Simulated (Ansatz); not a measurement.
`CSBO[SiH3]`. The species carries charge 0 and has multiplicity 1. Geometry: relaxed with PBE0-D4/def2-TZVP. It is one conformer, not always the lowest.

```xyz
12

C     1.511    0.338    2.084
S     0.184   -0.352    1.068
B     0.359    0.549   -0.480
O    -0.472    0.315   -1.519
Si   -1.755   -0.694   -1.790
H     2.070    1.075    1.510
H     1.081    0.811    2.966
H     2.179   -0.465    2.395
H     1.227    1.369   -0.587
H    -2.823   -0.436   -0.792
H    -2.248   -0.401   -3.155
H    -1.313   -2.108   -1.698
```

Task: What is the dipole moment at ωB97M-V/def2-TZVPP? (Best estimate.)

Result: Computed: 0.98 D, with components (0.56, 0.12, 0.80) D in this frame, pointing from negative to positive charge.

Task: And with PBE, r2SCAN, B3LYP? (An estimate is asked.)

Result: Ansatz gave: PBE 0.99 D, r2SCAN 1.05 D, B3LYP 1.00 D.

Task: Give the Mulliken charges with ωB97M-V, r2SCAN, PBE in def2-TZVPP. (Estimate.)

Result: The calculation gave: 
```json
{"atom": "C1", "ωB97M-V": "-0.32", "r2SCAN": "-0.14", "PBE": "-0.25"}
{"atom": "S2", "ωB97M-V": "-0.10", "r2SCAN": "-0.14", "PBE": "-0.14"}
{"atom": "B3", "ωB97M-V": "0.09", "r2SCAN": "0.20", "PBE": "0.11"}
{"atom": "O4", "ωB97M-V": "-0.33", "r2SCAN": "-0.37", "PBE": "-0.24"}
{"atom": "Si5", "ωB97M-V": "0.28", "r2SCAN": "0.42", "PBE": "0.33"}
{"atom": "H6", "ωB97M-V": "0.13", "r2SCAN": "0.09", "PBE": "0.11"}
{"atom": "H7", "ωB97M-V": "0.14", "r2SCAN": "0.09", "PBE": "0.12"}
{"atom": "H8", "ωB97M-V": "0.14", "r2SCAN": "0.09", "PBE": "0.12"}
{"atom": "H9", "ωB97M-V": "0.04", "r2SCAN": "-0.02", "PBE": "-0.01"}
{"atom": "H10", "ωB97M-V": "-0.02", "r2SCAN": "-0.06", "PBE": "-0.05"}
{"atom": "H11", "ωB97M-V": "-0.02", "r2SCAN": "-0.07", "PBE": "-0.05"}
{"atom": "H12", "ωB97M-V": "-0.02", "r2SCAN": "-0.06", "PBE": "-0.05"}
```

B3LYP here is the variant with VWN-RPA as its local correlation; programs differ in this.
